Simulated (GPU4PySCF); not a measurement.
C13H10N2. Atoms are numbered in the order given.

```xyz
25

C      4.0027    -0.3596    -0.6806
C      3.0160    -1.2597    -1.0691
C      1.7072    -1.0998    -0.6345
C      1.3805    -0.0190     0.1833
N      0.0558     0.1481     0.6410
C     -0.3253     0.4571     1.9321
N     -1.6143     0.5363     2.1009
C     -2.1500     0.2752     0.8517
C     -3.4823     0.2515     0.4438
C     -3.7483    -0.0152    -0.8902
C     -2.7140    -0.2447    -1.8101
C     -1.3799    -0.2275    -1.4263
C     -1.1216     0.0231    -0.0833
C      2.3634     0.8913     0.5690
C      3.6727     0.7108     0.1432
H      5.0239    -0.4917    -1.0189
H      3.2677    -2.1019    -1.7039
H      0.9413    -1.8170    -0.9045
H      0.4201     0.5799     2.7056
H     -4.2748     0.4440     1.1576
H     -4.7754    -0.0408    -1.2362
H     -2.9613    -0.4375    -2.8480
H     -0.5865    -0.3902    -2.1459
H      2.0927     1.7435     1.1821
H      4.4347     1.4206     0.4448
```
Charge 0, spin multiplicity 1.

Coordinates come from a r2SCAN-D4/def2-TZVP optimisation. One conformer was computed; it need not be the lowest.

The numbers are results of PBE/pcSseg-1 (GPU4PySCF), not measurements.

GIAO shieldings, no solvent; atoms listed in one row are averaged. δ = σ(ref) − σ: ¹³C against TMS (σ = 182.0 ppm); ¹⁵N against NH3 (σ = 267.0 ppm); ¹H against TMS (σ = 31.49 ppm), references at their B3LYP-D3(BJ)/def2-TZVP geometries, non-relativistic (references run with PySCF on processors).

Computed chemical shifts:
| nucleus | atoms | count | δ (ppm) |
|---|---|---|---|
| ¹³C | C8 | 1 | 149.7 |
| ¹³C | C6 | 1 | 142.7 |
| ¹³C | C4 | 1 | 142.0 |
| ¹³C | C13 | 1 | 136.2 |
| ¹³C | C2, C15 | 2 | 134.1 |
| ¹³C | C1 | 1 | 130.8 |
| ¹³C | C3, C14 | 2 | 127.2 |
| ¹³C | C11 | 1 | 127.0 |
| ¹³C | C10 | 1 | 126.9 |
| ¹³C | C9 | 1 | 126.3 |
| ¹³C | C12 | 1 | 111.9 |
| ¹⁵N | N7 | 1 | 294.4 |
| ¹⁵N | N5 | 1 | 208.5 |
| ¹H | H20 | 1 | 8.07 |
| ¹H | H18 | 1 | 7.83 |
| ¹H | H23 | 1 | 7.77 |
| ¹H | H19 | 1 | 7.74 |
| ¹H | H17, H25 | 2 | 7.73 |
| ¹H | H21 | 1 | 7.57 |
| ¹H | H16 | 1 | 7.56 |
| ¹H | H22 | 1 | 7.50 |
| ¹H | H24 | 1 | 7.44 |
